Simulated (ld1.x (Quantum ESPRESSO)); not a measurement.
nitrogen, TM: configuration errors across variants

| Property | Result |
| --- | --- |
| Element | N |
| Generator | ld1.x (Quantum ESPRESSO) 7.5 |
| Type | norm-conserving Troullier–Martins (Kleinman–Bylander form) |
| Functional | PBE |
| Relativity | scalar-relativistic |
| Frozen core | [He] |
| Valence charge | 5 |
| Reference configuration | 2s2 2p3 |
| Partial waves | 2p (bound): rc 1.50 bohr; 2s (bound): rc 0.65 bohr |
| Local potential | the s channel |
| Core correction | none |

All-electron excitation energies from the reference (eV): (1) 2s2 2p2 13.591; (2) 2s2 2p1 42.445; (3) 2s2 2p0 89.528; (4) 2s2 2p2.5 5.093; (5) 2s0 2p5 23.041; (6) 2s1 2p3 25.372; (7) 2s1 2p0 167.346.

Errors AE − PS in meV (a dash: test not solved or not reliable):

| change | (1) | (2) | (3) | (4) | (5) | (6) | (7) | bound ghosts |
| --- | --- | --- | --- | --- | --- | --- | --- | --- |
| base | +15 | +151 | +730 | +1.9 | +117 | +0.6 | +1207 | none |
| wave 2p (bound): rc 1.50 bohr becomes 2p (bound): rc 0.98 bohr | +7.5 | +76 | +403 | +0.9 | +96 | +14 | +663 | none |
| wave 2p (bound): rc 1.50 bohr becomes 2p (bound): rc 1.16 bohr | +9.0 | +92 | +473 | +1.1 | +110 | +14 | +776 | none |
| wave 2p (bound): rc 1.50 bohr becomes 2p (bound): rc 1.42 bohr | +13 | +133 | +653 | +1.6 | +118 | +5.2 | +1078 | none |
| wave 2p (bound): rc 1.50 bohr becomes 2p (bound): rc 1.56 bohr | +17 | +174 | +826 | +2.1 | +115 | -5.4 | +1365 | none |
| wave 2p (bound): rc 1.50 bohr becomes 2p (bound): rc 1.74 bohr | +24 | +241 | +1093 | +3.1 | +107 | -23 | +1798 | none |
| wave 2p (bound): rc 1.50 bohr becomes 2p (bound): rc 1.88 bohr | +32 | +313 | +1375 | +4.2 | +95 | -41 | +2249 | none |
| wave 2p (bound): rc 1.50 bohr becomes 2p (bound): rc 2.10 bohr | +54 | +497 | +2053 | +7.4 | +60 | -84 | +3314 | none |
| wave 2p (bound): rc 1.50 bohr becomes 2p (bound): rc 2.30 bohr | +74 | +655 | +2609 | +10 | +26 | -118 | +4181 | none |

Question: Give the same row for: wave 2p (bound): rc 1.50 bohr becomes 2p (bound): rc 1.28 bohr.

Answer: +10, +107, +543, +1.3, +115, +11, +892; bound ghosts: none.
